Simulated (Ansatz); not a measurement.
A nudged elastic band was laid between two geometries of CH₆AlFSi (10 atoms, charge 0, multiplicity 1).

Level of theory: RKS PBE0-D4/def2-SVP (Ansatz).

```json
{"movable images": "7", "climbing image": "yes", "spring": "5.0 eV/Å²", "optimiser": "fire", "start path": "IDPP", "force threshold": "0.05 eV/Å", "iteration limit": "60", "end points": "relaxed", "largest step": "0.02 Å"}
```

First end point:

```xyz
10
Properties=species:S:1:pos:R:3
C 0.063 1.431 -1.346
Al 0.699 0.294 0.096
F 2.244 0.589 0.673
Si -0.493 -1.541 1.193
H 0.736 1.369 -2.218
H -0.953 1.169 -1.680
H 0.054 2.489 -1.031
H 0.245 -2.837 1.040
H -0.651 -1.286 2.662
H -1.862 -1.728 0.614
```

Last end point:

```xyz
10
Properties=species:S:1:pos:R:3
C -0.095 1.598 -1.143
Al 0.551 0.442 0.280
F 1.811 1.023 1.218
Si -0.252 -1.791 0.884
H -0.936 1.159 -1.702
H -0.427 2.568 -0.736
H 0.713 1.818 -1.862
H 0.837 -2.812 0.749
H -0.729 -1.832 2.304
H -1.389 -2.223 0.010
```

(1) What changes between the two ends?

(2) Give the energies along the band, and the barrier.

(3) What is the geometry of the highest image?

## Answers

(1) No bond is made or broken. The dihedral H5–C1–Al2–Si4 goes from -122 to 1°. The two ends are copies of one structure, up to a mirror image or an exchange of like atoms.

(2) The forces met the threshold. The highest image is number 3 of 0 to 8, 0.0 kcal/mol above the ends, which have the same energy within 2 meV. The top lies less than 8 meV above the higher end, about what the thresholds resolve: that end is a shoulder or a very shallow well. The order of the stationary point at the top wasn't checked.

```tsv
image	path coordinate (Å)	energy (kcal/mol)	dihedral H5–C1–Al2–Si4 (°)
0	0.00	0.0	-122
1	0.43	0.0	-107
2	0.86	0.0	-91
3	1.30	0.0	-75
4	1.73	0.0	-59
5	2.16	0.0	-44
6	2.59	0.0	-29
7	3.03	0.0	-13
8	3.45	0.0	1
```

(3) 
```xyz
10
Properties=species:S:1:pos:R:3
C -0.028 1.552 -1.217
Al 0.615 0.399 0.212
F 2.008 0.880 1.009
Si -0.353 -1.708 1.002
H 0.190 1.116 -2.207
H -1.119 1.702 -1.174
H 0.461 2.538 -1.174
H 0.620 -2.838 0.855
H -0.720 -1.617 2.453
H -1.591 -2.074 0.243
```

Time of the run: 2.7 min on 2 threads of Arm Neoverse V2, with other jobs on the host, peak memory 0.19 GiB.
